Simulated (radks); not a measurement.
Results of a calculation; reference values are marked as such.
How relativity changes the ionisation of the palladium ion Pd+ ([Kr] 4d9) to Pd2+ ([Kr] 4d8). Spin-unpolarised spherical Kohn-Sham, PBEsol, point nucleus unless stated (finite: rms radius 4.5318 fm), a radial shooting solver on a logarithmic mesh with Libxc functionals. A level marked "c x" has the speed of light scaled by that factor and shares open shells by 2j + 1; other Dirac levels either fill j = l - 1/2 first or share by 2j + 1.

| level | E(Pd+) (hartree) | E(Pd2+) (hartree) | IE (eV) | HOMO | <r> HOMO (bohr) |
|---|---|---|---|---|---|
| non-rel. | -4937.12970 | -4936.35407 | 21.106 | 4d | 1.446 |
| scalar-rel. | -5043.09707 | -5042.33202 | 20.818 | 4d | 1.460 |
| scalar-rel., finite nucleus | -5043.00014 | -5042.23509 | 20.818 | 4d | 1.460 |
| Dirac, 2j+1 shares | -5044.14522 | -5043.38015 | 20.819 | 4d5/2 | 1.470 |
| Dirac, low j first | -5044.15229 | -5043.39568 | 20.588 | 4d5/2 | 1.470 |
| Dirac, 2j+1 shares, finite nucleus | -5044.04806 | -5043.28299 | 20.819 | 4d5/2 | 1.470 |
| Dirac, c x 0.85 | -5088.67296 | -5087.91171 | 20.715 | 4d5/2 | 1.479 |
| Dirac, c x 1.5 | -4983.21207 | -4982.44124 | 20.975 | 4d5/2 | 1.456 |
| Dirac, c x 5 | -4941.18675 | -4940.41155 | 21.094 | 4d5/2 | 1.447 |

NIST Atomic Spectra Database: 19.4 eV (semi-empirical). The relativistic part of the total energy of Pd+ is -106.9 hartree (Dirac, 2j+1 shares, finite nucleus), 2.2 % of the non-relativistic value. Spin polarisation and multiplet splitting of open shells are left out at every level.

Beside tabulated values, note that relativity, absent from the non-relativistic runs, is large for the heavy elements, and spin-unpolarised runs miss the spin-polarisation part of the exchange energy of open shells.
